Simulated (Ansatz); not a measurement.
Basis sets compared for K2H3 (the lowest doublet isomer of a short search). Total charge 0; doublet. Geometry PBE0-D4/def2-TZVP. Ansatz on 4 threads of Intel Xeon on a shared host; times are rough, and most runs start from earlier orbitals.

```tsv
atom	x (Å)	y (Å)	z (Å)
K1	-0.314	-2.699	-1.659
K2	-0.996	-0.501	1.468
H3	0.136	-0.498	-0.712
H4	0.587	1.564	0.204
H5	0.586	2.135	0.700
```

In the doublet, H4 and H5 lie 0.76 Å apart (atoms count from 1), so H2 has formed as a molecule. The structure comes from a short search, and lower isomers may exist.

Binding counts from free atoms (K doublet, H doublet) in the same basis, without a counterpoise term.

```
                            level  functions  energy (Eh)  HOMO (eV)  LUMO (eV)  binding per atom (eV)  wall time
                  PBE-D4/def2-SVP         63   -1200.9777      -2.09      -1.66                   1.40      3.7 s
                 PBE-D4/def2-TZVP         84   -1201.1416      -2.07      -1.60                   1.42      3.4 s
r2SCAN-D4/def2-TZVP (with forces)         84   -1201.5062      -2.04      -1.44                   1.45        7 s
                 PBE0-D4/def2-SVP         63   -1201.0786      -2.45      -1.25                   1.38        6 s
                PBE0-D4/def2-TZVP         84   -1201.2393      -2.44      -1.18                   1.41      7.5 s
```

(1) Estimate the rows for PBE-D4/def2-TZVPD, r2SCAN-D4/def2-TZVPD, PBE0-D4/def2-TZVPD.

Answers

(1) 
```
               level  functions  energy (Eh)  HOMO (eV)  LUMO (eV)  binding per atom (eV)  wall time
   PBE-D4/def2-TZVPD         99   -1201.1431      -2.10      -1.63                   1.43        6 s
r2SCAN-D4/def2-TZVPD         99   -1201.5077      -2.07      -1.46                   1.45       10 s
  PBE0-D4/def2-TZVPD         99   -1201.2408      -2.47      -1.21                   1.41      6.6 s
```
